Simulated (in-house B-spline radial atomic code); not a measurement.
Orbital energies and mean radii along the 11-electron series, configuration [Ne] 3s1. The effective charge is n√(-2ε), a non-relativistic measure. Computed with a B-spline radial code for spherical atoms: non-relativistic Hartree-Fock, average of the configuration, point nuclei.

| ion | Z | energy of 2p (Eh) | mean radius of 2p (bohr) | energy of 1s (Eh) | mean radius of 1s (bohr) | energy of 2s (Eh) | mean radius of 2s (bohr) | energy of 3s (Eh) | mean radius of 3s (bohr) | effective charge of 2p |
| --- | --- | --- | --- | --- | --- | --- | --- | --- | --- | --- |
| Mg+ | 12 | -2.6029 | 0.68362 | -49.356 | 0.1306 | -4.0856 | 0.69058 | -0.54144 | 2.8406 | 4.5633 |
| Al2+ | 13 | -3.964 | 0.5986 | -59.265 | 0.12026 | -5.6526 | 0.61981 | -1.0311 | 2.2362 | 5.6314 |
| Si3+ | 14 | -5.5871 | 0.53287 | -70.189 | 0.11142 | -7.4826 | 0.56204 | -1.6414 | 1.8702 | 6.6856 |
| P4+ | 15 | -7.4671 | 0.48042 | -82.123 | 0.10379 | -9.5703 | 0.51404 | -2.3688 | 1.6174 | 7.729 |
| S5+ | 16 | -9.6018 | 0.43754 | -95.064 | 0.097124 | -11.913 | 0.47355 | -3.2111 | 1.4296 | 8.7644 |
| Cl6+ | 17 | -11.99 | 0.40179 | -109.01 | 0.09126 | -14.509 | 0.43895 | -4.1672 | 1.2834 | 9.7937 |
| Ar7+ | 18 | -14.63 | 0.37151 | -123.96 | 0.086061 | -17.358 | 0.40905 | -5.2365 | 1.1658 | 10.819 |
| K8+ | 19 | -17.522 | 0.34552 | -139.91 | 0.081419 | -20.459 | 0.38296 | -6.4184 | 1.0689 | 11.84 |
| Ca9+ | 20 | -20.666 | 0.32296 | -156.87 | 0.077249 | -23.811 | 0.35999 | -7.7127 | 0.9874 | 12.858 |
| Sc10+ | 21 | -24.061 | 0.30319 | -174.83 | 0.073484 | -27.415 | 0.33962 | -9.119 | 0.91784 | 13.874 |
| Ti11+ | 22 | -27.707 | 0.28572 | -193.79 | 0.070068 | -31.269 | 0.32142 | -10.637 | 0.85771 | 14.888 |
| V12+ | 23 | -31.604 | 0.27016 | -213.75 | 0.066954 | -35.374 | 0.30508 | -12.267 | 0.80516 | 15.901 |
| Cr13+ | 24 | -35.751 | 0.25623 | -234.71 | 0.064104 | -39.73 | 0.29032 | -14.009 | 0.75881 | 16.912 |
| Mn14+ | 25 | -40.149 | 0.24366 | -256.68 | 0.061486 | -44.337 | 0.27692 | -15.862 | 0.71761 | 17.922 |
| Fe15+ | 26 | -44.797 | 0.23228 | -279.64 | 0.059072 | -49.194 | 0.2647 | -17.827 | 0.68074 | 18.931 |
| Co16+ | 27 | -49.696 | 0.22192 | -303.61 | 0.056841 | -54.302 | 0.25352 | -19.903 | 0.64752 | 19.939 |
| Ni17+ | 28 | -54.846 | 0.21245 | -328.57 | 0.054771 | -59.66 | 0.24324 | -22.09 | 0.61744 | 20.947 |
| Cu18+ | 29 | -60.245 | 0.20375 | -354.54 | 0.052847 | -65.268 | 0.23376 | -24.389 | 0.59007 | 21.954 |
| Zn19+ | 30 | -65.895 | 0.19574 | -381.51 | 0.051053 | -71.126 | 0.22499 | -26.799 | 0.56506 | 22.96 |
| Ga20+ | 31 | -71.795 | 0.18834 | -409.48 | 0.049376 | -77.235 | 0.21686 | -29.321 | 0.5421 | 23.966 |

(1) How does the screening of 2p change?

## Answers

(1) Z less the effective charge goes from 7.44 at Z = 12 to 7.03 at Z = 31.
